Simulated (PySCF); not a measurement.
Species: `CC(C)[C@H]1C[BH2-][N+](C)(C)C1`. The columns A, B, C and D hold Mulliken, IAO, Hirshfeld and ESP-fitted charges (e) of one PBE0/pcSseg-1 density (PySCF), in a shuffled order. Coordinates in Å (PBE0-D3(BJ)/def2-SVP); the density's dipole moment is (-0.91, -3.77, 1.77) D.

```csv
atom,x,y,z,A,B,C,D
C1,3.136,0.815,0.649,-0.202,-0.503,-0.115,-0.405
C2,2.187,-0.215,0.048,-0.332,+0.403,-0.017,-0.084
C3,2.539,-1.616,0.541,-0.224,-0.535,-0.117,-0.410
C4,0.726,0.160,0.332,-0.325,+0.014,-0.024,-0.100
C5,0.262,1.506,-0.272,-0.317,-0.141,-0.153,-0.390
B6,-1.210,1.252,-0.929,+0.099,-0.028,-0.037,-0.214
N7,-1.588,-0.222,-0.277,-0.685,+0.363,+0.042,-0.013
C8,-2.158,-0.046,1.067,-0.087,-0.486,-0.046,-0.296
C9,-2.523,-0.979,-1.113,-0.073,-0.500,-0.046,-0.296
C10,-0.259,-0.876,-0.205,+0.055,-0.367,-0.010,-0.152
H11,4.182,0.587,0.396,+0.112,+0.125,+0.037,+0.132
H12,2.914,1.830,0.288,+0.126,+0.102,+0.041,+0.142
H13,3.054,0.826,1.749,+0.099,+0.114,+0.035,+0.126
H14,2.314,-0.194,-1.052,+0.114,-0.019,+0.033,+0.119
H15,3.603,-1.839,0.371,+0.117,+0.133,+0.039,+0.136
H16,1.958,-2.399,0.032,+0.114,+0.113,+0.035,+0.127
H17,2.351,-1.709,1.624,+0.103,+0.120,+0.034,+0.127
H18,0.623,0.190,1.433,+0.107,+0.032,+0.025,+0.108
H19,0.970,1.823,-1.056,+0.117,+0.043,+0.026,+0.127
H20,0.284,2.299,0.493,+0.110,+0.020,+0.021,+0.121
H21,-2.119,2.017,-0.623,-0.057,-0.155,-0.105,-0.036
H22,-1.174,1.047,-2.140,-0.057,-0.159,-0.107,-0.043
H23,-1.512,0.610,1.660,+0.160,+0.185,+0.060,+0.161
H24,-2.263,-1.020,1.574,+0.117,+0.151,+0.044,+0.133
H25,-3.140,0.433,0.975,+0.143,+0.178,+0.057,+0.160
H26,-2.078,-1.128,-2.104,+0.145,+0.183,+0.057,+0.162
H27,-2.759,-1.954,-0.655,+0.114,+0.153,+0.045,+0.134
H28,-3.446,-0.396,-1.232,+0.145,+0.182,+0.060,+0.159
H29,-0.326,-1.804,0.388,+0.127,+0.139,+0.038,+0.126
H30,0.014,-1.145,-1.238,+0.135,+0.140,+0.049,+0.141
```

Task: Which column most likely holds the ESP-fitted charges?

Result: B. Σ q r misses the density's dipole by 0.01 D (B), 0.44 D (C), 0.67 D (D), 0.87 D (A). Charges fitted to the outside potential are the only set here that is tied to the molecule's multipoles.

Task: And the Hirshfeld charges?

Result: C. The mean sizes are 0.052 e (C), 0.157 e (A), 0.163 e (D), 0.193 e (B), and Hirshfeld charges are commonly the smallest of these schemes.

As computed, A = Mulliken, B = ESP-fitted, C = Hirshfeld, D = IAO. Hydrogens on carbon: Mulliken +0.10 to +0.16, ESP-fitted -0.02 to +0.19, Hirshfeld +0.02 to +0.06, IAO +0.11 to +0.16 e.

The Hirshfeld scheme weights the molecular density at each point by an atom's share of the summed free-atom densities. The Mulliken scheme counts on each atom the diagonal of the density matrix times the overlap matrix over that atom's basis functions.

One conformer (not necessarily the lowest) at the PBE0-D3(BJ)/def2-SVP geometry, without solvent, vibrations or thermal averaging.

The run behind these numbers computed NMR shieldings as well. On one thread of an Arm Neoverse N1, no GPU, on a shared host, this took 3.0 min of wall time (with the writing of density and orbital grids) and 1.4 GiB of memory at its peak.
